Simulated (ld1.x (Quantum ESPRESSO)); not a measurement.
# iridium (Ir): RRKJ pseudisation with PBEsol, fully relativistic reference atom.

Input for ld1.x (Quantum ESPRESSO) 7.5:

```
&input
   title='Ir', zed=77., rel=2, dft='PBESOL', iswitch=3,
   config='[Xe] 4f14 5d7 6s2 6p0', rel_dist='average',
   nld=5, rlderiv=4.05, eminld=-3.0, emaxld=5.0, deld=0.02
 /
 &inputp
   pseudotype=2, tm=.false., rho0=0.01, lloc=0,
   nlcc=.true., rcore=2.15,
   file_pseudopw='Ir.UPF', file_wfcaegen='ae.wfc', file_wfcncgen='nc.wfc', file_beta='beta', file_chi='chi'
 /
3
6P  2  1   0.00   0.00  3.75  3.75  0.0
5D  3  2   7.00   0.00  2.15  2.15  0.0
6S  1  0   2.00   0.00  2.20  2.20  0.0
 &test
   configts(1)='5d7 6s2 6p0'
 /
```

Command:

```bash
ld1.x < Ir.in > Ir.out
```

Resulting log (shortened: banner, matrices, multipoles, cross overlaps and the repeated all-electron block are left out):

```
Program LD1 v.7.5
     --------------------------- All-electron run ----------------------------

     Ir
     dirac relativistic calculation

     atomic number is 77.00
     dft =PBESOL   lsd =0 sic =0 latt =0  beta=0.20 tr2=1.0E-14
     Exchange-correlation= PBESOL
                           (   1   4  10   8   0   0   0)
     mesh =1277 r(mesh) = 100.10249 a.u. xmin = -7.00 dx = 0.01250
     1 Ry =  13.60569312 eV, c = 137.03599908

     n l j   nl                  e(Ry)          e(Ha)          e(eV)
     Spin orbit split results
     1 0 0.5 1S 1( 2.00)     -5585.4547     -2792.7274    -75993.9831
     2 0 0.5 2S 1( 2.00)      -976.3621      -488.1810    -13284.0825
     2 1 0.5 2P 1( 2.00)      -935.2534      -467.6267    -12724.7706
     2 1 1.5 2P 1( 4.00)      -815.6784      -407.8392    -11097.8706
     3 0 0.5 3S 1( 2.00)      -228.3274      -114.1637     -3106.5529
     3 1 0.5 3P 1( 2.00)      -209.9248      -104.9624     -2856.1724
     3 1 1.5 3P 1( 4.00)      -183.7455       -91.8727     -2499.9846
     4 0 0.5 4S 1( 2.00)       -48.6824       -24.3412      -662.3578
     4 1 0.5 4P 1( 2.00)       -40.9236       -20.4618      -556.7936
     4 1 1.5 4P 1( 4.00)       -34.7250       -17.3625      -472.4573
     3 2 1.5 3D 1( 4.00)      -153.0354       -76.5177     -2082.1525
     3 2 2.5 3D 1( 6.00)      -147.3772       -73.6886     -2005.1686
     5 0 0.5 5S 1( 2.00)        -7.1883        -3.5941       -97.8012
     5 1 0.5 5P 1( 2.00)        -4.7496        -2.3748       -64.6211
     5 1 1.5 5P 1( 4.00)        -3.7469        -1.8735       -50.9796
     4 2 1.5 4D 1( 4.00)       -22.0130       -11.0065      -299.5016
     4 2 2.5 4D 1( 6.00)       -20.8625       -10.4313      -283.8491
     4 3 2.5 4F 1( 6.00)        -4.6897        -2.3449       -63.8068
     4 3 3.5 4F 1( 8.00)        -4.4604        -2.2302       -60.6865
     5 2 1.5 5D 1( 2.80)        -0.5831        -0.2915        -7.9334
     5 2 2.5 5D 1( 4.20)        -0.4929        -0.2464        -6.7058
     6 0 0.5 6S 1( 2.00)        -0.4691        -0.2345        -6.3824
     6 1 0.5 6P 1( 0.00)        -0.1203        -0.0602        -1.6370
     6 1 1.5 6P 1( 0.00)        -0.0758        -0.0379        -1.0310
     Averaged results
     1 0     1S 1( 2.00)     -5585.4547     -2792.7274    -75993.9831
     2 0     2S 1( 2.00)      -976.3621      -488.1810    -13284.0825
     2 1     2P 1( 6.00)      -855.5368      -427.7684    -11640.1706
     3 0     3S 1( 2.00)      -228.3274      -114.1637     -3106.5529
     3 1     3P 1( 6.00)      -192.4719       -96.2360     -2618.7139
     4 0     4S 1( 2.00)       -48.6824       -24.3412      -662.3578
     4 1     4P 1( 6.00)       -36.7912       -18.3956      -500.5694
     3 2     3D 1(10.00)      -149.6405       -74.8202     -2035.9622
     5 0     5S 1( 2.00)        -7.1883        -3.5941       -97.8012
     5 1     5P 1( 6.00)        -4.0811        -2.0406       -55.5268
     4 2     4D 1(10.00)       -21.3227       -10.6613      -290.1101
     4 3     4F 1(14.00)        -4.5587        -2.2793       -62.0238
     5 2     5D 1( 7.00)        -0.5290        -0.2645        -7.1968
     6 0     6S 1( 2.00)        -0.4691        -0.2345        -6.3824
     6 1     6P 1( 0.00)        -0.0906        -0.0453        -1.2330

     final scf error:  4.7E-15 reached in  29 iterations

     Etot =  -35705.925080 Ry,  -17852.962540 Ha, -485803.859312 eV

     Ekin =   40700.665223 Ry,   20350.332611 Ha,  553760.760923 eV
     Encl =  -89639.620358 Ry,  -44819.810179 Ha,-1219609.166254 eV
     Eh   =   13920.598446 Ry,    6960.299223 Ha,  189399.390541 eV
     Exc  =    -687.568391 Ry,    -343.784195 Ha,   -9354.844523 eV

     normalization and overlap integrals

     s(1S/1S) =  1.000000  <r> =   0.0174  <r2> =    0.0004  r(max) =   0.0108
     s(2S/2S) =  1.000000  <r> =   0.0730  <r2> =    0.0064  r(max) =   0.0627
     s(2P/2P) =  1.000000  <r> =   0.0602  <r2> =    0.0045  r(max) =   0.0465
     s(2P/2P) =  1.000000  <r> =   0.0685  <r2> =    0.0057  r(max) =   0.0533
     s(3S/3S) =  1.000000  <r> =   0.1900  <r2> =    0.0414  r(max) =   0.1749
     s(3P/3P) =  1.000000  <r> =   0.1801  <r2> =    0.0378  r(max) =   0.1643
     s(3P/3P) =  1.000000  <r> =   0.1954  <r2> =    0.0443  r(max) =   0.1793
     s(4S/4S) =  1.000000  <r> =   0.4233  <r2> =    0.2025  r(max) =   0.3990
     s(4P/4P) =  1.000000  <r> =   0.4267  <r2> =    0.2075  r(max) =   0.3990
     s(4P/4P) =  1.000000  <r> =   0.4606  <r2> =    0.2413  r(max) =   0.4247
     s(3D/3D) =  1.000000  <r> =   0.1705  <r2> =    0.0341  r(max) =   0.1396
     s(3D/3D) =  1.000000  <r> =   0.1752  <r2> =    0.0359  r(max) =   0.1432
     s(5S/5S) =  1.000000  <r> =   0.9783  <r2> =    1.0747  r(max) =   0.8880
     s(5P/5P) =  1.000000  <r> =   1.0644  <r2> =    1.2823  r(max) =   0.9453
     s(5P/5P) =  1.000000  <r> =   1.1646  <r2> =    1.5371  r(max) =   1.0317
     s(4D/4D) =  1.000000  <r> =   0.4720  <r2> =    0.2580  r(max) =   0.4195
     s(4D/4D) =  1.000000  <r> =   0.4833  <r2> =    0.2703  r(max) =   0.4301
     s(4F/4F) =  1.000000  <r> =   0.5315  <r2> =    0.3461  r(max) =   0.3940
     s(4F/4F) =  1.000000  <r> =   0.5392  <r2> =    0.3564  r(max) =   0.3990
     s(5D/5D) =  1.000000  <r> =   1.6755  <r2> =    3.3725  r(max) =   1.2760
     s(5D/5D) =  1.000000  <r> =   1.7548  <r2> =    3.7210  r(max) =   1.3247
     s(6S/6S) =  1.000000  <r> =   2.8849  <r2> =    9.5380  r(max) =   2.3838
     s(6P/6P) =  1.000000  <r> =   4.1197  <r2> =   20.2042  r(max) =   3.1383
     s(6P/6P) =  1.000000  <r> =   4.8059  <r2> =   27.7128  r(max) =   3.5562

     ------------------------ End of All-electron run ------------------------

     --------------------- Generating NC pseudopotential ---------------------

      Generating local pot.: lloc=0, matching radius rcloc =   2.2000

      Computing core charge for nlcc:

       r > 2.16 : true rho core
       r < 2.16 : rho core = a sin(br)/r    a=   0.60  b=   1.31

      Integrated core pseudo-charge :   1.17

     Fully relativistic calculation: |psi|^2

     Wfc 6P LC norm =  0.99997257 SC norm =  0.00002735 missing  0.00000008

     Wfc 6P LC norm =  0.99998030 SC norm =  0.00001804 missing  0.00000166

     Wfc 5D LC norm =  0.99981228 SC norm =  0.00018771 missing  0.00000001

     Wfc 5D LC norm =  0.99982746 SC norm =  0.00017242 missing  0.00000013

      Wfc   6P  rcut= 3.786  Estimated cut-off energy=       12.27 Ry
      This function has    0 nodes for 0 < r <    3.786

      Wfc   6P  rcut= 3.786  Estimated cut-off energy=       12.16 Ry
      This function has    0 nodes for 0 < r <    3.786

      Wfc   5D  rcut= 2.130  Estimated cut-off energy=       51.92 Ry
      This function has    0 nodes for 0 < r <    2.130

      Wfc   5D  rcut= 2.130  Estimated cut-off energy=       51.79 Ry
      This function has    0 nodes for 0 < r <    2.130

     ------------------- End of pseudopotential generation -------------------

     Computing logarithmic derivative in   4.05505
     Computing logarithmic derivative in   4.05505
     Computing the partial wave expansion
       no projector for channel:   0
     R is outside the sphere for l=    1 j= 0.50
     R is outside the sphere for l=    1 j= 1.50
     R is outside the sphere for l=    2 j= 1.50
     R is outside the sphere for l=    2 j= 2.50

     ---------------------- Testing the pseudopotential ----------------------

     Ir
     dirac relativistic calculation

     atomic number is 77.00   valence charge is  9.00
     dft =PBESOL   lsd =0 sic =0 latt =0  beta=0.20 tr2=1.0E-14
     mesh =1277 r(mesh) = 100.10249 xmin = -7.00 dx = 0.01250

     n l  j  nl             e AE (Ry)       e PS (Ry)    De AE-PS (Ry)
     3 2 1.5 5D   1( 2.80)       -0.58310       -0.58310       -0.00000
     3 2 2.5 5D   1( 4.20)       -0.49287       -0.49287        0.00000
     1 0 0.5 6S   1( 2.00)       -0.46910       -0.46910        0.00000
     2 1 0.5 6P   1( 0.00)       -0.12032       -0.12032        0.00000
     2 1 1.5 6P   1( 0.00)       -0.07577       -0.07577        0.00000

     eps = 6.0E-15  iter = 19

     Etot =  -35705.925080 Ry,  -17852.962540 Ha, -485803.859312 eV
     Etotps =   -40.843841 Ry,     -20.421921 Ha,    -555.708767 eV

     Ekin =      30.122252 Ry,      15.061126 Ha,     409.834115 eV
     Encl =     -67.025638 Ry,     -33.512819 Ha,    -911.930268 eV
     Ehrt =      37.295922 Ry,      18.647961 Ha,     507.436864 eV
     Ecxc =      -8.265482 Ry,      -4.132741 Ha,    -112.457608 eV
     (Ecc =      -0.624817 Ry,      -0.312408 Ha,      -8.501063 eV)
     Epseu=     -32.970894 Ry,     -16.485447 Ha,    -448.591870 eV

     ---------------------- End of pseudopotential test ----------------------
```

Generation and configuration tests took about 3.5 s on one core of a shared server CPU.
